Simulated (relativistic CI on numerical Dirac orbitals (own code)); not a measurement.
# Spin-allowed bands of a d3 ion in an octahedral site, by hand

Problem. Take Δ = 28200 cm⁻¹ and B = 770 cm⁻¹ for a d3 ion in an octahedral site. Calculate the three spin-allowed bands.

Working.
1. The terms of highest spin are 4F (energy 0) and 4P (15B = 11550 cm⁻¹). Here the F term splits into A2 at −1.2Δ = -33840, T2 at −0.2Δ = -5640 and T1 at +0.6Δ = 16920 cm⁻¹.
2. The two T1 states mix through the element 0.4Δ: H = [[16920, 11280], [11280, 11550]], with roots ½(H₁₁ + H₂₂) ∓ ½√[(H₂₂ − H₁₁)² + 4H₁₂²] = ½(28470) ∓ ½(23190) = 2640 and 25830 cm⁻¹.
3. The ground term is 4A2 at -33840 cm⁻¹.
4. Bands: 4T2 28200 cm⁻¹ (355 nm), 4T1(F) 36480 cm⁻¹ (274 nm), 4T1(P) 59670 cm⁻¹ (168 nm).

Check. Exact diagonalisation of the whole d3 shell with these parameters gives 4T2 28200, 4T1 36480, 4T1 59670 cm⁻¹. The match is exact, since without spin-orbit coupling no other term has this spin. The ratio of the second band to the first, 1.294, depends on Δ/B = 36.6 alone, which is how a Tanabe-Sugano diagram is read.
